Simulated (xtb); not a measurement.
Ga(F)(Br)(OH) (BrFGaHO), SMILES [OH][Ga]([Br])[F]. All values are semi-empirical tight-binding results from xtb (GFN2-xTB unless named), good for trends rather than for accurate numbers. Geometry: GFN2-xTB. The structure was generated by enumeration; whether it is a known compound was not checked. One conformer was computed; it need not be the lowest.

Optimised geometry:

Bonded distances (Å): Ga1–F2 1.753, Ga1–Br3 2.244, Ga1–O4 1.730, O4–H5 0.958. Angles (°): F2–Ga1–Br3 121.8, F2–Ga1–O4 117.3, Br3–Ga1–O4 121.0, Ga1–O4–H5 120.9.

For metal compounds this method's bond lengths and energies can be far off.

### Question
Estimate the properties. (The exact figures need the calculation; the answer reports its results.)

### Answer

The point group as xtb finds it is Cs. The orbital gap is 3.87 eV. The zero-point energy comes out as 8.9 kcal/mol and the G − E(el) at 298.15 K (modified RRHO) is -11.3 kcal/mol.

### Question
Give the atomic charges and the Wiberg bond orders between heavy atoms. (Estimate from the structure and the level; the computed values follow.)

### Answer
charges (e) Ga1 0.23, F2 -0.23, Br3 0.06, O4 -0.41, H5 0.35. Bond orders Ga1–F2 1.11, Ga1–Br3 1.28, Ga1–O4 1.25.
